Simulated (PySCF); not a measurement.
## Correlation energy of Cl³⁺ (chlorine, charge +3)

[Ne] 3s2 3p2, high-spin 3P determinant. Calculation: PySCF 2.14, in Sapporo-DZP-2012; the spin-free X2C one-electron Hamiltonian (Gaussian nucleus). Frozen: [Ne]; 4 electrons correlated.

MP2 pair energies summed by pair of shells (mhartree):

```json
{"pair": "3s-3p", "energy": "-34.50", "share (%)": "61.8"}
{"pair": "3s-3s", "energy": "-15.25", "share (%)": "27.3"}
{"pair": "3p-3p", "energy": "-6.03", "share (%)": "10.8"}
```

Total MP2 correlation energy: -55.79 mhartree.

Same-spin part -8.92 and opposite-spin part -46.87 mhartree; SCS-MP2 scales them by 1/3 and 6/5 to -59.22 mhartree.

```tsv
level	correlation energy (mhartree)
CCSD	-79.47
(T)	-0.83
CCSD(T)	-80.30
```

Diagnostics: T1 = 0.0069, D1 = 0.0194, largest double amplitude 0.105.

Cost of the coupled-cluster step: 0.13 s of wall time on 1 thread of Neoverse-V2 (shared host), for 4 correlated electrons.
